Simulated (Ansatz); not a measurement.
Reaction (SMILES): O=[P] (O-P) → O atom + P atom
B3LYP-D3(BJ)/def2-TZVP geometries, fixed; electronic energies without zero-point terms.

Basis-set convergence of the atomisation energy at PBE with Ansatz (a first-principles code). Cartesian d functions, on some or all atoms, in 6-31G**, 6-31+G*; all else is spherical. The program fits the integrals of some runs and decomposes those of others, by size. Open shells are unrestricted. No added dispersion term, no relativity. Functions are those of the species that has most. Reference: the value in aug-cc-pV(5+d)Z, 154.27 kcal/mol, itself unsure by roughly 0.07 kcal/mol (its mean distance from pcseg-4, aug-pcseg-3, aug-cc-pV(Q+d)Z). Deviations are taken from unrounded values.

```csv
basis,functions,atomisation energy (kcal/mol),minus reference (kcal/mol)
6-31G,22,100.62,-53.66
pcseg-0,22,109.13,-45.14
def2-SVP,32,144.77,-9.50
pcseg-1,32,141.63,-12.65
6-31G**,34,142.97,-11.30
6-31+G*,42,143.18,-11.09
def2-SVPD,47,146.74,-7.53
aug-pcseg-1,50,144.68,-9.60
aug-cc-pV(D+d)Z,55,146.50,-7.77
cc-pV(T+d)Z,69,153.01,-1.26
def2-TZVPD,83,153.24,-1.03
"6-311++G(3df,3pd)",86,153.93,-0.35
def2-TZVPPD,88,153.29,-0.99
aug-cc-pV(T+d)Z,101,153.36,-0.92
def2-QZVPP,127,153.76,-0.51
aug-cc-pV(Q+d)Z,169,154.10,-0.18
aug-pcseg-3,174,154.28,0.01
aug-cc-pV(5+d)Z,263,154.27,0.00
```

The smallest set listed that lies within 4 kcal/mol of the reference with all its larger relatives (same family, alike in diffuse functions; a set with none counts only in the reference's own line) is cc-pV(T+d)Z (69 functions, -1.26 kcal/mol off). Inside, with no larger relative to test it: 6-311++G(3df,3pd), def2-QZVPP, aug-pcseg-3. (Relatives not listed, tested too: cc-pV(Q+d)Z -0.18, def2-QZVPPD -0.41, cc-pV(5+d)Z -0.09 kcal/mol.)
